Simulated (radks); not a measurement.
Results of a calculation; reference values are marked as such.
Valence configurations of the tin ion Sn2+ (all share [Kr]). Level of theory: Dirac Kohn-Sham, PBE, spin-unpolarised, spherical densities, point nucleus; open shells fill j = l - 1/2 first (a radial shooting solver on a logarithmic mesh with Libxc functionals). Order these by energy: 4d10 5s1 5p1; 4d8.5 5s1 5p2.5; 4d10 5s1.5 5p0.5; 4d9.5 5s1.5 5p1; 4d10 5p2; 4d8 5s2 5p2; 4d8 5s1 5p3; 4d10 5s2; 4d9 5s2 5p1.

Answer. From the lowest, in eV above it: 4d10 5s2 0.000; 4d10 5s1.5 5p0.5 3.918; 4d10 5s1 5p1 7.864; 4d10 5p2 15.837; 4d9.5 5s1.5 5p1 16.837; 4d9 5s2 5p1 26.593; 4d8.5 5s1 5p2.5 50.649; 4d8 5s2 5p2 57.437; 4d8 5s1 5p3 67.381. NIST lists [Kr] 4d10 5s2 as the ground configuration; this level of theory agrees among the configurations tried. The energies are those of spherical spin-averaged densities, not of single terms.
